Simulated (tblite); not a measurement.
C4H2F4O.
Bonds: F1–C2, C2–C3 (double), C3–F4, C3–C5, C5–F6, C5–F7, C5–O8, O8–C9, C2–C9. Hydrogens: H10, H11 on C9.

Computed with GFN2-xTB (tblite), gas phase: Langevin dynamics at 200 K from the optimised GFN2-xTB geometry, time step 0.5 fs, friction 0.01 fs⁻¹, 2000 steps.

Start geometry:
```
atom  x, y, z in Å
F1      2.330   -0.549    0.492
C2      1.073   -0.237    0.227
C3      0.503    0.961    0.160
F4      1.021    2.167    0.338
C5     -0.960    0.760   -0.179
F6     -1.789    1.278    0.759
F7     -1.318    1.384   -1.327
O8     -1.146   -0.585   -0.290
C9      0.061   -1.303   -0.055
H10    -0.081   -1.980    0.795
H11     0.311   -1.892   -0.945
```

The statistics below take the 31 frames saved every 25 fs from 250 to 1000 fs; their kinetic temperature (all 3N coordinates) averages 199 K.

Q: Give the mean, spread and extremes of the bond lengths.

A: 
```tsv
bond	start (Å)	mean (Å)	standard deviation (Å)	shortest (Å)	longest (Å)
F1–C2	1.323	1.325	0.019	1.284	1.354
C2=C3	1.329	1.331	0.020	1.296	1.380
C3–F4	1.324	1.326	0.021	1.291	1.384
C3–C5	1.515	1.507	0.029	1.450	1.574
C5–F6	1.355	1.359	0.028	1.294	1.442
C5–F7	1.355	1.361	0.026	1.307	1.412
C5–O8	1.362	1.369	0.020	1.334	1.405
O8–C9	1.424	1.429	0.017	1.397	1.460
C2–C9	1.497	1.498	0.025	1.452	1.555
C9–H10	1.096	1.092	0.024	1.045	1.139
C9–H11	1.096	1.095	0.026	1.035	1.154
```

Q: Give the same statistics for bond angles, one of each kind among heavy atoms.

A: 
```
   angle  start (°)  mean (°)  standard deviation (°)  smallest (°)  largest (°)
F1–C2–C3      129.1     128.7                     2.7         124.1        135.4
F1–C2–C9      120.8     121.0                     2.4         116.4        125.4
C3–C2–C9      110.1     109.7                     1.7         106.6        113.5
C2–C3–F4      130.3     130.0                     2.5         125.2        134.7
C2–C3–C5      107.8     107.6                     1.6         104.2        111.3
F4–C3–C5      121.9     122.0                     2.6         115.7        126.7
C3–C5–F6      112.6     112.5                     3.0         105.8        119.4
C3–C5–O8      106.4     106.4                     1.5         103.1        110.1
F6–C5–F7      104.4     104.2                     1.8         101.2        109.0
F6–C5–O8      110.5     110.4                     2.7         105.3        117.2
C5–O8–C9      111.6     110.5                     1.8         107.8        114.3
C2–C9–O8      104.2     104.0                     1.9          99.0        107.2
```

Q: How far does each atom move about its mean position (frames aligned on the start, all atoms weighted alike), and what rms force does it feel?

A: 
| atom | rms displacement (Å) | rms force (eV/Å) |
| --- | --- | --- |
| F1 | 0.13 | 0.87 |
| C2 | 0.06 | 1.69 |
| C3 | 0.07 | 1.50 |
| F4 | 0.14 | 0.94 |
| C5 | 0.05 | 1.50 |
| F6 | 0.18 | 0.81 |
| F7 | 0.18 | 0.67 |
| O8 | 0.17 | 1.13 |
| C9 | 0.03 | 1.34 |
| H10 | 0.14 | 0.81 |
| H11 | 0.14 | 0.89 |

The displacements run from 0.03 to 0.18 Å.

Q: How widely does the potential energy scatter, against a harmonic estimate?

A: Mean 0.22 eV above the start, standard deviation 0.053 eV, range 0.12 to 0.31 eV. For 27 classical harmonic modes at 200 K the canonical values are 27kT/2 = 0.23 eV and kT·√(27/2) = 0.063 eV.

The run is classical and short, so these are rough statistics of one trajectory.

The cost below is that of the whole dynamics run. On one thread of an Arm Neoverse V1, no GPU, shared host, this took 9.1 s and 0.18 GiB of memory at its peak.
